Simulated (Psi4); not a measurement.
H4B (SMILES [BH4-]), charge -1, singlet, at a GFN2-xTB geometry (a gas-phase anion, which may not be bound at this level); HF/cc-pVDZ (Psi4 1.11).

Input for Psi4:
```
memory 2 GB

molecule {
-1 1
B     0.00000000    0.00000000    0.00000000
H    -0.78935573   -0.82329958   -0.45703408
H     0.16226976   -0.21027872    1.19968171
H    -0.45033333    1.13195784   -0.16017538
H     1.07741931   -0.09837954   -0.58247225
}

set {
  basis cc-pvdz
  damping_percentage 50
}

energy('scf')
print_variables()
```

What the program printed (banner, timings and long lists left out):

```
   => Loading Basis Set <=

    Name: CC-PVDZ
    Role: ORBITAL
    Keyword: BASIS

         ---------------------------------------------------------
                                   SCF
               by Justin Turney, Rob Parrish, Andy Simmonett
                          and Daniel G. A. Smith
                              RHF Reference
         ---------------------------------------------------------

  ==> Geometry <==

    Molecular point group: c1
    Full point group: Td

    Geometry (in Angstrom), charge = -1, multiplicity = 1:

       Center              X                  Y                   Z               Mass
    ------------   -----------------  -----------------  -----------------  -----------------
         B           -0.000000000670     0.000000000000     0.000000000000    11.009305360000
         H           -0.789355730670    -0.823299580000    -0.457034080000     1.007825032230
         H            0.162269759330    -0.210278720000     1.199681710000     1.007825032230
         H           -0.450333330670     1.131957840000    -0.160175380000     1.007825032230
         H            1.077419309330    -0.098379540000    -0.582472250000     1.007825032230

  Running in c1 symmetry.

  Rotational constants: A =      4.15458  B =      4.15458  C =      4.15458 [cm^-1]
  Rotational constants: A = 124551.30230  B = 124551.30204  C = 124551.30169 [MHz]
  Nuclear repulsion =   10.195758801117956

  Charge       = -1
  Multiplicity = 1
  Electrons    = 10
  Nalpha       = 5
  Nbeta        = 5

  ==> Algorithm <==

  SCF Algorithm Type is DF.
  DIIS enabled.
  MOM disabled.
  Fractional occupation disabled.
  Guess Type is SAD.
  Energy threshold   = 1.00e-06
  Density threshold  = 1.00e-06
  Integral threshold = 1.00e-12

  ==> Primary Basis <==

  Basis Set: CC-PVDZ
    Blend: CC-PVDZ
    Number of shells: 18
    Number of basis functions: 34
    Number of Cartesian functions: 35
    Spherical Harmonics?: true
    Max angular momentum: 2

   => Loading Basis Set <=

    Name: (CC-PVDZ AUX)
    Role: JKFIT
    Keyword: DF_BASIS_SCF

  ==> Integral Setup <==

  SCF_SUBTYPE=INCORE selected. In-core MEM_DF algorithm will be used.
  Using in-core AOs.

  ==> MemDFJK: Density-Fitted J/K Matrices <==

    J tasked:                   Yes
    K tasked:                   Yes
    wK tasked:                   No
    Algorithm:                 Core
    Schwarz Cutoff:           1E-12
    Mask sparsity (%):       0.0000
    Fitting Condition:        1E-10

   => Auxiliary Basis Set <=

  Basis Set: (CC-PVDZ AUX)
    Blend: CC-PVDZ-JKFIT
    Number of shells: 60
    Number of basis functions: 162
    Number of Cartesian functions: 181
    Spherical Harmonics?: true
    Max angular momentum: 3

  Minimum eigenvalue in the overlap matrix is 9.3392003232E-03.
  Reciprocal condition number of the overlap matrix is 2.0307554399E-03.
    Using symmetric orthogonalization.

  ==> Pre-Iterations <==

  SCF Guess: Superposition of Atomic Densities via on-the-fly atomic UHF (no occupation information).

   -------------------------
    Irrep   Nso     Nmo
   -------------------------
     A         34      34
   -------------------------
    Total      34      34
   -------------------------

  ==> Iterations <==

                           Total Energy        Delta E     RMS |[F,P]|

   @DF-RHF iter SAD:   -26.30342991932904   -2.63034e+01   0.00000e+00
   @DF-RHF iter   1:   -26.89940537067503   -5.95975e-01   8.67643e-03 DIIS/ADIIS
   @DF-RHF iter   2:   -26.96512508530537   -6.57197e-02   2.69271e-03 DIIS/ADIIS/DAMP=50%
   @DF-RHF iter   3:   -26.88743215194138    7.76929e-02   1.29046e-03 DIIS/ADIIS/DAMP=50%
   @DF-RHF iter   4:   -26.95770040497930   -7.02683e-02   1.11340e-03 DIIS/ADIIS/DAMP=50%
   @DF-RHF iter   5:   -26.92769151116125    3.00089e-02   2.15688e-04 DIIS/ADIIS/DAMP=50%
   @DF-RHF iter   6:   -26.96693104881214   -3.92395e-02   3.04512e-04 DIIS/ADIIS/DAMP=50%
[...]
   @DF-RHF iter  71:   -26.97163703106571   -4.39089e-05   1.73509e-05 DIIS/DAMP=50%
   @DF-RHF iter  72:   -26.97161573548946    2.12956e-05   8.57798e-06 DIIS/DAMP=50%
   @DF-RHF iter  73:   -26.97149269912254    1.23036e-04   8.36611e-06 DIIS/DAMP=50%
   @DF-RHF iter  74:   -26.97152109821016   -2.83991e-05   1.72707e-05 DIIS/DAMP=50%
   @DF-RHF iter  75:   -26.97154763844028   -2.65402e-05   2.16200e-05 DIIS/DAMP=50%
   @DF-RHF iter  76:   -26.97157088186155   -2.32434e-05   2.25311e-05 DIIS/DAMP=50%
   @DF-RHF iter  77:   -26.97161314099073   -4.22591e-05   1.95971e-05 DIIS/DAMP=50%
   @DF-RHF iter  78:   -26.97157541645755    3.77245e-05   1.54216e-05 DIIS/DAMP=50%
   @DF-RHF iter  79:   -26.97156203618270    1.33803e-05   1.46639e-05 DIIS/DAMP=50%
   @DF-RHF iter  80:   -26.97156609674906   -4.06057e-06   1.47508e-05 DIIS/DAMP=50%
   @DF-RHF iter  81:   -26.97160729755641   -4.12008e-05   1.24104e-05 DIIS/DAMP=50%
   @DF-RHF iter  82:   -26.97158280073830    2.44968e-05   7.68705e-06 DIIS/DAMP=50%
   @DF-RHF iter  83:   -26.97155916202024    2.36387e-05   6.15295e-06 DIIS/DAMP=50%
   @DF-RHF iter  84:   -26.97155274960742    6.41241e-06   7.12378e-06 DIIS/DAMP=50%
   @DF-RHF iter  85:   -26.97155785228158   -5.10267e-06   8.36730e-06 DIIS/DAMP=50%
   @DF-RHF iter  86:   -26.97154944290770    8.40937e-06   9.41667e-06 DIIS/DAMP=50%
   @DF-RHF iter  87:   -26.97156394586176   -1.45030e-05   1.04951e-05 DIIS/DAMP=50%
   @DF-RHF iter  88:   -26.97158495214737   -2.10063e-05   9.18895e-06 DIIS/DAMP=50%
   @DF-RHF iter  89:   -26.97157157237180    1.33798e-05   6.94968e-06 DIIS/DAMP=50%
   @DF-RHF iter  90:   -26.97154167101691    2.99014e-05   8.22491e-06 DIIS/DAMP=50%
   @DF-RHF iter  91:   -26.97155456139200   -1.28904e-05   1.16643e-05 DIIS/DAMP=50%
   @DF-RHF iter  92:   -26.97155855838824   -3.99700e-06   1.33140e-05 DIIS/DAMP=50%
   @DF-RHF iter  93:   -26.97157048122357   -1.19228e-05   1.39141e-05 DIIS/DAMP=50%
   @DF-RHF iter  94:   -26.97161194504347   -4.14638e-05   1.12751e-05 DIIS/DAMP=50%
   @DF-RHF iter  95:   -26.97157794814112    3.39969e-05   6.57515e-06 DIIS/DAMP=50%
   @DF-RHF iter  96:   -26.97162565184006   -4.77037e-05   2.75125e-06 DIIS/DAMP=50%
   @DF-RHF iter  97:   -26.97156639556476    5.92563e-05   3.87986e-06 DIIS/DAMP=50%
   @DF-RHF iter  98:   -26.97151719509991    4.92005e-05   1.93170e-06 DIIS/DAMP=50%
   @DF-RHF iter  99:   -26.97158615264862   -6.89575e-05   1.19922e-06 DIIS/DAMP=50%
   @DF-RHF iter 100:   -26.97155159033409    3.45623e-05   5.57986e-07 DIIS/DAMP=50%

PsiException: Could not converge SCF iterations in 100 iterations.

  Failed to converge.

Traceback (most recent call last):
  File "psi4", line 375, in <module>
  File "<string>", line 26, in <module>
  File "site-packages/psi4/driver/driver.py", line 533, in energy
  File "site-packages/psi4/driver/procrouting/proc.py", line 2760, in run_scf
  File "site-packages/psi4/driver/procrouting/proc.py", line 2047, in scf_helper
  File "site-packages/psi4/driver/procrouting/scf_proc/scf_iterator.py", line 93, in scf_compute_energy
  File "site-packages/psi4/driver/procrouting/scf_proc/scf_iterator.py", line 86, in scf_compute_energy
  File "site-packages/psi4/driver/procrouting/scf_proc/scf_iterator.py", line 609, in scf_iterate

psi4.driver.p4util.exceptions.SCFConvergenceError: Could not converge SCF iterations in 100 iterations.

Printing out the relevant lines from the Psithon --> Python processed input file:
    H     1.07741931   -0.09837954   -0.58247225
    """)
    core.IO.set_default_namespace("")
    core.set_global_option("BASIS", "cc-pvdz")
    core.set_global_option("DAMPING_PERCENTAGE", 50)
--> energy('scf')
    print_variables()

!-------------------------------------------------------!
!                                                       !
!  Could not converge SCF iterations in 100 iterations. !
!                                                       !
!-------------------------------------------------------!
```

The run did not converge; its last values are not results.
